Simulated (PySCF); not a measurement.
# Stationary points of TiSe₂

Level of theory: B3LYP in PySCF with Ti def2-SVP, Se def2-SVP; no relativity; density-fitted integrals.

Relaxations began from a few typed shapes; open shells are unrestricted. The search is not exhaustive: other isomers or separated fragments can lie lower, and high-lying points may rest on an excited occupation.

Question: Which is the lowest minimum found?
A. singlet C2v: Ti–Se 2.208 Å (×2); Se–Ti–Se 113.9°
B. singlet (closed shell, unstable to spin polarisation) C2v: Se–Se 2.402 Å, Ti–Se 2.379 Å (×2); Se–Se–Ti 59.7° (×2), Se–Ti–Se 60.6°
C. broken-symmetry Ms = 0 (⟨S²⟩ 1.07) C2v: Ti–Se 2.278 Å (×2); Se–Ti–Se 94.6°
D. singlet D∞h: Ti–Se 2.259 Å (×2); Se–Ti–Se 180.0°

Answer: A. The others lie at 50.5 (broken-symmetry Ms = 0 C2v), 95.3 (singlet D∞h, a saddle point), 172.0 (singlet C2v) kJ/mol above it.

Formally Ti is in oxidation state +4, d0. A d0 centre has no lone pair, yet it is C2v rather than linear: covalent bonding through the d orbitals favours lower symmetry. The polar-tensor charge on Ti, 1.11, is far below the formal one.
